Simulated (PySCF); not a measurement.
## Electric field gradients and quadrupole coupling constants

Compound: C7H11ClSi2.
Cartesian coordinates in Å at the GFN2-xTB level; atoms count from 1:
```xyz
21
C7H11ClSi2 angstrom
C      4.694    0.302    0.298
C      3.330    0.613   -0.064
C      2.191    0.879   -0.357
Si     0.452    1.256   -0.846
Cl     0.500    1.721   -2.837
Si    -0.936   -0.566   -0.490
C     -1.124   -0.968    1.371
C     -2.568   -0.701    1.664
C     -3.367   -0.331    0.679
C     -2.803   -0.188   -0.702
H      5.350    0.462   -0.558
H      5.017    0.945    1.116
H      4.769   -0.739    0.613
H      0.105    2.513   -0.167
H     -0.585   -1.789   -1.242
H     -0.889   -2.007    1.608
H     -0.491   -0.359    2.020
H     -2.918   -0.824    2.679
H     -4.419   -0.129    0.827
H     -3.012    0.811   -1.090
H     -3.306   -0.884   -1.377
```

Field gradients from the PBE0/pcSseg-1 density (PySCF, non-relativistic), principal values in atomic units, ordered |Vxx| ≤ |Vyy| ≤ |Vzz|:

| atom | Vxx | Vyy | Vzz |
| --- | --- | --- | --- |
| Cl5 | -1.0573 | -1.1358 | 2.1931 |

Question: Find the asymmetry η = (Vxx − Vyy)/Vzz and the couplings χ = eQV/h (234.96 MHz × Q in barn × V in au), with Q(35Cl) = −0.0817 b.

Answer: 
| atom | environment | nucleus | η | χzz (MHz) | χxx (MHz) | χyy (MHz) |
| --- | --- | --- | --- | --- | --- | --- |
| Cl5 | silicon-bound chlorine | 35Cl | 0.04 | -42.10 | 20.30 | 21.80 |

The gradient is axial or nearly so (η below 0.05) at Cl5. 

Question: What is Vzz at Cl5 in SI units (1 au = 9.71736 × 10²¹ V/m²)?

Answer: 2.1931 au = 21.311 × 10²¹ V/m².

Question: And the gradient at the other heavy atoms, for which no coupling is worked out here?

Answer: 
```tsv
atom	environment	Vzz (au)	η
C1	propargylic carbon	0.130	0.01
C2	alkyne carbon	-0.357	0.13
C3	alkyne carbon	-0.283	0.04
Si4	chlorine-bound silicon	0.682	0.69
Si6	SiH silicon	-0.138	0.83
C7	sp3 carbon bound to silicon	-0.068	0.85
C8	alkene CH carbon	0.271	0.80
C9	alkene CH carbon	0.272	0.79
C10	sp3 carbon bound to silicon	-0.065	0.96
```

Question: What couplings would deuterons (Q(2H) = 0.00286 b) have in place of the hydrogens, at this geometry?

Answer: 
| atom | bonded to | bond length (Å) | Vzz (au) | η | χzz (kHz) |
| --- | --- | --- | --- | --- | --- |
| H11 | C1 | 1.090 | 0.3075 | 0.02 | 207 |
| H12 | C1 | 1.090 | 0.3074 | 0.02 | 207 |
| H13 | C1 | 1.090 | 0.3074 | 0.03 | 207 |
| H14 | Si4 | 1.469 | 0.1564 | 0.03 | 105 |
| H15 | Si6 | 1.478 | 0.1539 | 0.00 | 103 |
| H16 | C7 | 1.091 | 0.3145 | 0.02 | 211 |
| H17 | C7 | 1.092 | 0.3123 | 0.02 | 210 |
| H18 | C8 | 1.081 | 0.3298 | 0.05 | 222 |
| H19 | C9 | 1.081 | 0.3295 | 0.05 | 221 |
| H20 | C10 | 1.092 | 0.3115 | 0.02 | 209 |
| H21 | C10 | 1.092 | 0.3128 | 0.02 | 210 |

Isolated species at its GFN2-xTB geometry (one conformer only). GFN2-xTB bond lengths can be off by several hundredths of an ångström, more for odd bonds, and the gradients follow them. The basis is small and wasn't made for field gradients, so the couplings can be 20 % off.
